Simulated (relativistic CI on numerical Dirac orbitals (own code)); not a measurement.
# Hyperfine structure of Zn XII, mass number 67

Calculated at this level of theory: Dirac-Coulomb-Breit CI, KLI orbitals optimised for each configuration, model QED, unscaled Slater integrals (own radial code, finite nucleus).

Configuration list (outside the closed core [Ne]): 3s²3p⁶3d, 3s²3p⁵3d², 3s3p⁶3d², 3s²3p⁶4s, 3s²3p⁶4p, 3s²3p⁶4d, 3s²3p⁶4f, 3s²3p⁵3d4s, 3s²3p⁶5s, 3s²3p⁶5p, 3s²3p⁵3d4p, 3p⁶3d³, 3p⁵3d⁴. Double excitations out of closed p, d and f shells are left out; levels of such configurations are missing from the list, as are those of other unlisted configurations, and high levels can miss mixing partners. These lack a partner that the ground configuration has and come out too high: 3s²3p⁵3d4s, 3s²3p⁵3d4p.

Nuclear spin I = 5/2, μ = 0.87485 μN, Q = 0.122 b (tables of Stone and Pyykkö). The electronic factors are computed for point nuclear moments, without core polarisation or the Bohr-Weisskopf and QED corrections.

```tsv
Level	E (cm⁻¹)	A (MHz)	B (MHz)
3s²3p⁶3d ²D3/2	0	984.8	204
3s²3p⁶3d ²D5/2	5006	425.6	285
3s²3p⁵3d² ⁴D°1/2	514579	787.3	
3s²3p⁵3d² ⁴D°3/2	516659	587.6	97.4
3s²3p⁵3d² ⁴D°5/2	520142	390.3	-60
3s²3p⁵3d² ⁴D°7/2	525247	227.3	-404
3s²3p⁵3d² ⁴G°11/2	545225	953.1	-1380
3s²3p⁵3d² ⁴G°9/2	547052	1194	-1440
```

Levels with J = 0, under 50 % of one LS term, or S terms without an open s electron are left out. Small factors come from cancelling terms and can be off by tens of per cent or more.

At this charge energies of transitions that change n are usually good to better than 1 %, and those within a shell (Δn = 0) to a few per cent.

Task: Give the hyperfine levels of 3s²3p⁶3d ²D3/2 relative to its centre of gravity.

Result: With K = F(F + 1) − I(I + 1) − J(J + 1), E = AK/2 + B[¾K(K + 1) − I(I + 1)J(J + 1)]/[2I(2I − 1)J(2J − 1)]: F = 1: -5028, F = 2: -3221, F = 3: -358.4, F = 4: 3744 MHz.

LS names give the leading component of a level, which can be under half, so a name can repeat, a term be missing and a line seem to break the LS rules.
